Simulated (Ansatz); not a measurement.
Problem. Name a neutral molecule of C, O, S, Sn and H with LUMO energy (PBE0/def2-TZVPP) between -2.30 and -2.00 eV and LUMO energy (B3LYP/def2-TZVPP) between -2.40 and -2.10 eV (Ansatz, PBE0-D4/def2-TZVP geometry).

Solution. `C[S][Sn][OH]` (-2.11 eV, -2.33 eV); `CC(C)[O][Sn][SH]` (-2.17 eV, -2.38 eV). Other molecules can fit too; these were computed, each in one conformer that needn't be the lowest.

B3LYP here is the variant with VWN-RPA as its local correlation; programs differ in this.
